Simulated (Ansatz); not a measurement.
Basis-set extrapolation for `FCCOC(F)(F)F` (PBE0-D4/def2-TZVP geometry, frozen core, Ansatz). Multiplicity 1, RHF reference.

|  | def2-TZVPP | def2-QZVPP |
| --- | --- | --- |
| HF | -588.818889 | -588.844574 |
| MP2 correlation | -1.712045 | -1.860385 |
| CCSD(T) correlation | -1.793825 | not run |

Energies in hartree. Use E(X) = E(∞) + A·exp(−7.88·√X) for Hartree–Fock and E(X) = E(∞) + B·X^(−2.97) for correlation, with X = 3 and 4, and add CCSD(T) minus MP2 of the smaller set to the MP2 limit.

Task: What is the CCSD(T) energy at the basis-set limit?

Result: HF limit: -588.844574 + (-0.025685) × 0.13774 = -588.84811. MP2 limit: -1.860385 + (-0.148340) × 0.74074 = -1.97027. Higher-order term: -1.793825 − (-1.712045) = -0.08178. Total: -590.90016 hartree, 754.7 kJ/mol below CCSD(T)/def2-TZVPP.
